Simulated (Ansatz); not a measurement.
Calculated with Ansatz (gas phase, PBE0-D4/def2-TZVP geometries, no zero-point term in ΔE). CCSD(T)/CBS is the MP2 limit (def2-TZVPP, def2-QZVPP) plus CCSD(T) − MP2 in def2-TZVPP, frozen cores. Double bonds are as drawn, so ΔE can hold a change between cis and trans. DFT in def2-TZVPP. B3LYP here is the variant with VWN-RPA as its local correlation; programs differ in this. For Se outer-core shells are correlated without core-valence functions, which leaves a few kJ/mol of doubt a bond. Scalar relativity is left out up to krypton. Each species was taken in one conformer, which may not be the lowest.

Reaction (substitution at a C–O bond): `C=C/N=C/O[SiH3]` + H₂Se → `C=C/N=C\[SeH]` + `O[SiH3]`

`C=C/N=C/O[SiH3]`:

Z-matrix (Å, degrees):
```
Si
O 1 1.693
H 1 1.479 2 110.9
H 1 1.481 2 102.0 3 117.5
H 1 1.479 2 111.0 3 -125.0
C 2 1.327 1 117.7 3 62.5
N 6 1.265 2 121.2 1 0.0
H 6 1.094 2 113.4 1 -180.0
C 7 1.388 6 118.8 2 -180.0
C 9 1.329 7 122.2 6 180.0
H 9 1.093 7 117.5 6 -0.0
H 10 1.082 9 120.8 7 180.0
H 10 1.083 9 120.7 7 -0.0
```

H₂Se:

Z-matrix (Å, degrees):
```
Se
H 1 1.467
H 1 1.467 2 91.2
```

`C=C/N=C\[SeH]`:

```xyz
10

C    -1.503   -0.808   -0.213
C    -1.075    0.165    0.588
N     0.188    0.230    1.162
C     1.235    0.326    0.476
Se    1.327    0.452   -1.440
H    -0.862   -1.635   -0.495
H    -2.525   -0.814   -0.568
H    -1.745    0.957    0.914
H     2.204    0.341    0.970
H     2.757    0.787   -1.393
```

`O[SiH3]`:

```xyz
6

O    -0.765    0.874    0.542
Si    0.137   -0.366   -0.062
H    -0.578    1.759    0.226
H    -0.014   -0.486   -1.539
H    -0.366   -1.592    0.596
H     1.585   -0.189    0.236
```

```csv
level,ΔE (kJ/mol),difference from CCSD(T)/CBS
PBE-D4,13.7,1.5
r2SCAN-D4,17.4,5.2
PBE0-D4,20.2,8.0
B3LYP-D4,18.7,6.5
ωB97X-V,25.1,12.9
ωB97M-V,23.0,10.8
B2PLYP,17.3,5.1
PBE,14.9,2.7
r2SCAN,17.1,4.9
PBE0,21.0,8.8
B3LYP,21.3,9.1
HF/def2-TZVPP,40.1,27.9
MP2/def2-TZVPP,7.5,-4.7
SCS-MP2/def2-TZVPP,11.6,-0.6
CCSD/def2-TZVPP,19.4,7.2
CCSD(T)/def2-TZVPP,16.2,4.0
HF/def2-QZVPP,39.9,27.7
MP2/def2-QZVPP,5.1,-7.1
SCS-MP2/def2-QZVPP,9.2,-3.0
HF/CBS(def2),39.9,27.7
MP2/CBS(def2),3.4,-8.8
CCSD/CBS(def2),15.3,3.1
CCSD(T)/CBS,12.2,0
```

Largest T1 diagnostic among the species: 0.014.

In def2-TZVPP, CCSD(T) changes the Hartree–Fock value by −23.8 kJ/mol (the triples alone add −3.1 kJ/mol) and MP2 by −32.6 kJ/mol. From PBE to PBE0 (25 % exact exchange), in def2-TZVPP and without D4, ΔE moves by +6.1 kJ/mol.
